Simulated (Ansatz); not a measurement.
```xyz
12

C     0.775   -1.823    0.429
Ga   -0.343   -0.655   -0.676
O    -1.486    0.509    0.258
C    -0.665    1.567    0.424
O     0.485    1.377   -0.487
H     0.250   -2.758    0.642
H     1.706   -2.075   -0.083
H     1.015   -1.345    1.380
H    -0.720   -0.820   -2.190
H    -1.138    2.530    0.181
H    -0.202    1.626    1.419
H     0.322    1.867   -1.299
```

The species carries charge 0 and has multiplicity 1.

Problem. List the r2SCAN/def2-TZVPP orbital energies in eV (Ansatz). (Best estimate.)

Solution. The calculation gave: Occupied: -10121.76, -1243.90, -1100.35, -1100.25, -1100.22, -517.11, -514.81, -275.82, -272.44, -147.55, -100.51, -100.26, -100.17, -28.33, -25.64, -20.13, -20.05, -19.97, -19.91, -19.86, -17.45, -17.07, -14.28, -12.11, -11.34, -10.66, -10.11, -9.88, -9.77, -8.20, -7.36, -7.14, -5.89. Lowest empty: -0.60, 0.63, 0.97, 1.60, 2.10, 2.70, 3.05, 3.31.
